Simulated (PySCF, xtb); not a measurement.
C5H6, SMILES C(C#C)C=C. One conformer was computed; it need not be the lowest.

Harmonic wavenumbers (cm⁻¹) from GFN2-xTB in xtb at its own minimum, in rising order: 66, 171, 290, 398, 422, 619, 640, 669, 892, 903, 940, 1016, 1021, 1100, 1175, 1259, 1299, 1414, 1434, 1718, 2295, 2922, 2962, 3061, 3096, 3124, 3398.

### Question
What does PBE-D3(BJ)/def2-SVP run with PySCF 2.14.0 give at its own minimum? (Estimate from the structure and the level; the computed values follow.)

### Answer
83, 180, 329, 394, 460, 625, 637, 653, 862, 893, 905, 975, 990, 1084, 1183, 1246, 1270, 1370, 1379, 1675, 2168, 2940, 2999, 3069, 3090, 3170, 3409. Paired by order, the mean absolute difference is 27 cm⁻¹ and the zero-point energies are 54.8 and 54.4 kcal/mol.
